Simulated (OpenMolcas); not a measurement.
What dynamic correlation does to the levels of Se

```
Program             : OpenMolcas
Basis               : ANO-RCC-VQZP [7s6p4d2f1g]
Scalar Hamiltonian  : DKH2, point nucleus
Active space        : 4 electrons in 3 orbitals (4p)
State averaging     : 2S+1 = 3 even, 3 roots; 2S+1 = 1 even, 6 roots
Spin-orbit coupling : state interaction with AMFI integrals over the reference wave functions, term energies averaged over their components
```

Methods on the same reference wave functions:
A. CASSCF
B. SS-CASPT2, IPEA 0.25 Eh, imaginary shift 0.1 Eh (closed shells correlated: 3d 4s)

Energies in cm-1 above 4s2 4p4 3P2, the measured ground level; measured values from NIST Handbook of Basic Atomic Spectroscopic Data.

```json
{"Level": "4s2 4p4 3P2", "A": "0.0", "B": "0.0", "Measured": "0.0"}
{"Level": "4s2 4p4 3P1", "A": "1825", "B": "1854", "Measured": "1989"}
{"Level": "4s2 4p4 3P0", "A": "2446", "B": "2420", "Measured": "2534"}
{"Level": "4s2 4p4 1D2", "A": "11800", "B": "9590", "Measured": "9576"}
{"Level": "4s2 4p4 1S0", "A": "27815", "B": "23030", "Measured": "22446"}
```

Deviations, from unrounded energies. A percentage is the sum of absolute deviations over the sum of measured energies, with the sign that they share, or ± where signs differ.

| Against measurement | Levels | A | B |
| --- | --- | --- | --- |
| mean absolute deviation (cm-1) | 4 | 2000 | 210 |
| fine structure of the ground term (%) | 2 | -5.6 | -5.5 |
| other terms of the ground configuration (%) | 2 | +23.7 | +1.9 |

B lies closest to measurement on these levels. The largest miss of B in the table is 4s2 4p4 1S0, by +590 cm-1. The ranking rests on the paired levels alone, and a cruder setting can come out closer through cancelling errors.

From A to B the spin-free energies of the other terms of 4s2 4p4 shown, above 3P, scale by factors of 0.79 to 0.82.

The lowest spin-free term lies below A's lowest term by 0.213 hartree in B.

CASPT2 does not keep the components of a term degenerate, so their means are used; among the terms shown or strongly mixed into the levels shown the widest spread is 180 cm-1 (4s2 4p4 1D, B). With the s shell closed, the reference lacks s² → p² mixing. Without dynamic correlation excited terms often stand tens of per cent too high (terms of higher spin than the ground term too low), and those without a measured partner can miss by more than the paired ones (holds for A). Computed and measured levels are paired by configuration, term and J; levels that our copy of the source lacks, or whose pairing is in doubt (as where it misses far off the trend of its configuration), stay unpaired and out of the deviations. Only configurations of the active space appear.
